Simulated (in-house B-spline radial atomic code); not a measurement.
RPA and G0W0 on LC-wPBE: Tc VIII (Tc7+)

Configuration [Ar] 3d10 4s2 4p6, mean-field start LC-wPBE. Computed with an all-electron radial atomic-structure program (B-spline basis): all electrons, scalar-relativistic (spin-free one-electron X2C), finite nucleus, each spin shell either full or empty, empty states to l = 9 with an (l + 1/2)⁻⁴ tail; G0W0 by contour deformation at full frequency.

Command:
```bash
python run_gw.py task.json out
```
Settings (radii: box in bohr, nucleus in fm):
```
Z                        43
electrons                36
configuration            [Ar] 3d10 4s2 4p6
hamiltonian              x2c
method                   lc_wpbe
lmax                     9
rms_radius               4.41117
spin_polarised           False
box_radius               8.41
intervals                66
```

Time taken, with all properties: 2 s on 1 thread of Arm Neoverse V2 (shared host).

Energies (hartree):

```csv
term,value
mean-field total,-4273.37271
Hartree-Fock functional on these orbitals,-4271.81325
direct second order,-3.0367
second-order exchange,0.87007
SOSEX correction,0.81975
```

Question: What is the RPA correlation energy, and what remains with SOSEX?

Answer: RPA gives -2.7365 hartree (-2.07 eV per electron); RPA + SOSEX gives -1.9168, and the second-order doubles -2.1666 hartree (no singles). SOSEX takes back 30 % of the RPA value.

Quasi-particle levels (eV):

```tsv
level	occupied	mean field	Σx - vxc	Σc	QP weight	G0W0
4p	yes	-147.69	-4.02	?	?	?
4s	yes	-178.40	-9.85	4.94	0.858	-183.31
4d	no	-92.12	5.26	-2.34	0.976	-89.20
```

G0W0 = mean field + (Σx - vxc) + Σc, with Σc (partial-wave tail included) taken at the quasi-particle energy. Only the outer levels were computed. Levels of low weight are left out.

Question: Where does G0W0 put 4p?

Answer: At -152.59 eV, with Σc = -0.88 eV and a quasi-particle weight of 0.969. The tabulated removal energy is 150 ± 2.1 eV (NIST, tabulated theory); the calculation leaves out spin-orbit coupling, Breit and QED terms, and what these don't explain is the method's own error.
